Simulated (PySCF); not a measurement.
## Vanadium: a sound run and one with changed settings

Sound run: V [Ar] 3d3 4s2, V⁺ [Ar] 3d4. All numbers are calculated (PySCF 2.14, the non-relativistic Hamiltonian (point nucleus), in def2-SVP). In the sound run the correlated levels freeze [Ar]. The sound run starts from symmetry-adapted Hartree-Fock orbitals and uses a fine grid where one is needed.

Changed run: the spin-free X2C one-electron Hamiltonian (Gaussian nucleus). This setting is unsound on purpose.

```tsv
species	method	sound run (hartree)	changed run (hartree)	converged
V	UHF	-942.75223	-947.19261	yes
V	BP86	-943.87077	-948.31148	yes
V	LDA	-941.58341	-946.02390	yes
V	MP2	-942.78982	-947.23044	yes
V⁺	UHF	-942.53004	-946.96351	yes
V⁺	BP86	-943.63468	-948.06747	yes
V⁺	LDA	-941.35214	-945.78443	yes
V⁺	MP2	-942.56063	-946.99416	yes
```

Ionisation energy of V:

```tsv
method	sound run (eV)	changed run (eV)
UHF	6.046	6.234
BP86	6.424	6.640
LDA	6.293	6.516
MP2	6.236	6.429
SCS-MP2	6.646	6.841
```

Most of the change in total energy is the relativistic energy itself. On top of that the contraction fixes the core shape for the Hamiltonian it was made with, so the changed run is not a good calculation with the other Hamiltonian either.

For comparison, NIST gives 6.746 eV between the lowest levels.
